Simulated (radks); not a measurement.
Problem. Si3+, 11 electrons, occupied as [Ne] 3s1. Calculated with a radial shooting solver on a logarithmic mesh with Libxc functionals: non-relativistic Kohn-Sham, LDA (Slater exchange, Perdew-Wang correlation), spin-polarised, spherical densities, point nucleus; open shells are filled with parallel spins first. Some entries of the table are withheld. Estimate them.

| orbital | occ. | eigenvalue (eV) | <r> (bohr) |
|---|---|---|---|
| 1s up | 1 | -1811.449 | 0.1120 |
| 1s down | 1 | -1811.232 | 0.1120 |
| 2s up | 1 | -174.5341 | 0.5706 |
| 2s down | 1 | -174.2454 | 0.5697 |
| 2p up | 3 | -132.1642 | 0.5359 |
| 2p down | 3 | -131.8627 | 0.5344 |
| 3s up | 1 | -40.4227 | 1.837 |
| 3s down | 0 | -38.0144 | 1.852 |
| 3p up | 0 | (1) | 2.023 |
| 3p down | 0 | (2) | 2.064 |
| 3d up | 0 | -20.5261 | 2.394 |
| 3d down | 0 | -18.6249 | 2.528 |
| 4s up | 0 | (3) | 3.966 |
| 4s down | 0 | (4) | 4.084 |
| 4f up | 0 | (5) | 4.840 |
| 4f down | 0 | (6) | 5.180 |

Solution. 
(1) 3p up eigenvalue (eV): -31.7818
(2) 3p down eigenvalue (eV): -29.5065
(3) 4s up eigenvalue (eV): -16.1878
(4) 4s down eigenvalue (eV): -15.6186
(5) 4f up eigenvalue (eV): -8.8913
(6) 4f down eigenvalue (eV): -8.5031
